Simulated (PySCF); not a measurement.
C2H4F2Si2, SMILES [Si@H]([SiH2]F)(F)C#C. Atoms are numbered in the order given.

```xyz
10

C      2.7981     0.9253     0.2819
C      1.8341     0.1828     0.3268
Si     0.3277    -0.8470     0.4048
F      0.3153    -1.8832    -0.8564
Si    -1.5700     0.5327     0.2823
F     -1.4167     1.5188    -1.0102
H      3.6534     1.5759     0.2400
H      0.3407    -1.6551     1.6540
H     -2.8202    -0.2614     0.1229
H     -1.6624     1.3728     1.5102
```

Geometry optimised at B3LYP-D3(BJ)/def2-SVP. The structure was generated by enumeration; whether it is a known compound was not checked. The values are those of a single conformer.

These are PBE/pcSseg-1 (PySCF) values and carry that method's errors.

GIAO shieldings, no solvent; atoms listed in one row are averaged. δ = σ(ref) − σ: ¹³C against TMS (σ = 182.0 ppm); ²⁹Si against TMS (σ = 335.4 ppm); ¹⁹F against CFCl3 (σ = 133.6 ppm); ¹H against TMS (σ = 31.49 ppm), references at their B3LYP-D3(BJ)/def2-TZVP geometries, non-relativistic.

Problem. Estimate the chemical shifts. (Estimate from the structure and the level; the computed values follow.)

Solution. 
```json
[
 {"nucleus": "¹³C", "atoms": "C1", "count": "1", "δ (ppm)": "109.5"},
 {"nucleus": "¹³C", "atoms": "C2", "count": "1", "δ (ppm)": "85.4"},
 {"nucleus": "²⁹Si", "atoms": "Si5", "count": "1", "δ (ppm)": "4.3"},
 {"nucleus": "²⁹Si", "atoms": "Si3", "count": "1", "δ (ppm)": "-13.5"},
 {"nucleus": "¹⁹F", "atoms": "F4", "count": "1", "δ (ppm)": "-252.3"},
 {"nucleus": "¹⁹F", "atoms": "F6", "count": "1", "δ (ppm)": "-295.4"},
 {"nucleus": "¹H", "atoms": "H9", "count": "1", "δ (ppm)": "6.06"},
 {"nucleus": "¹H", "atoms": "H10", "count": "1", "δ (ppm)": "5.82"},
 {"nucleus": "¹H", "atoms": "H8", "count": "1", "δ (ppm)": "5.81"},
 {"nucleus": "¹H", "atoms": "H7", "count": "1", "δ (ppm)": "3.12"}
]
```
